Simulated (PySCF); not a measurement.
## MS for M along the 4d metals

PBE0 with triple-zeta basis sets in PySCF, for the lowest determinant that a PBE0 search found; no spin–orbit coupling. De refers to high-spin ground-configuration atoms. A positive dipole means M(−)S(+).

```
 M         basis  state (unpaired electrons)  Re (Å)  ωe (cm⁻¹)  De (eV)  μ (D)
 Y  x2c-TZVPPall               doublet (σ ↑)   2.262        506     5.51  -6.27
Zr    def2-TZVPP          triplet (σ ↑, δ ↑)   2.182        543      n/a  -5.39
Nb    def2-TZVPP         quartet (σ ↑, δ ↑↑)   2.121        559     5.33  -4.66
Tc    def2-TZVPP    sextet (σ ↑, π ↑↑, δ ↑↑)   2.107        521      n/a  -4.64
Ru    def2-TZVPP    quintet (σ ↑, π ↑↑, δ ↑)   2.067        524     4.06  -4.10
Rh    def2-TZVPP         quartet (σ ↑, π ↑↑)   2.044        511     3.55  -3.46
Pd    def2-TZVPP              triplet (π ↑↑)   2.091        450     2.86  -2.82
Ag  x2c-TZVPPall               doublet (π ↑)   2.295        328     2.26  -4.45
```

The shortest bond is that of RhS (2.044 Å), the longest that of AgS (2.295 Å).

The rows differ in basis set, which adds steps of its own.

The state changes along the series, so neighbouring rows are not always alike in their bonding.

De is left out where the level can put another filling of the metal’s s and d shells below the measured ground configuration, by anything from nothing to about 1 eV. The metal atom is held in its measured ground configuration; semilocal functionals can put another filling of s and d lower by some tenths of an eV, and De to that atom would be smaller. Spin–orbit coupling is left out, which matters for elements this heavy, above all for dissociation energies. With d or f electrons several states lie close, and the lowest PBE0 determinant need not be the measured ground state.
